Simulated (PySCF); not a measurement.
# Working out the ionisation energy of Bi²⁺

Bi²⁺ [Xe] 4f14 5d10 6s2 6p1 (2P) → Bi³⁺ [Xe] 4f14 5d10 6s2 (1S). Calculation: PySCF 2.14, in aug-cc-pwCVDZ-PP with ECP60MDF (6s5p4d1f, 48 functions); scalar relativity through the core potential. Frozen: nothing. Energies in hartree (1 hartree = 27.21139 eV):

```json
{"part": "UHF", "Bi²⁺ (lower)": "-212.727000", "Bi³⁺ (upper)": "-211.881133"}
{"part": "CCSD correlation", "Bi²⁺ (lower)": "-0.402062", "Bi³⁺ (upper)": "-0.390574"}
{"part": "(T)", "Bi²⁺ (lower)": "-0.006370", "Bi³⁺ (upper)": "-0.006293"}
```

Task: What does Hartree-Fock give?

Result: (-211.881133) − (-212.727000) = 0.845867 hartree = 23.017 eV.

Task: What do CCSD and CCSD(T) give?

Result: The CCSD correlation energies differ by 0.011488 hartree = 0.313 eV and the triples by 0.000077 hartree = 0.002 eV, so CCSD gives 23.330 eV and CCSD(T) 23.332 eV.

Reference: 25.571 eV (measured; NIST Atomic Spectra Database, ionization energies), between the lowest levels; spin-orbit coupling is absent from the calculation.

A double-zeta basis recovers only part of the correlation energy.

What remains against the reference includes basis incompleteness and higher excitations.
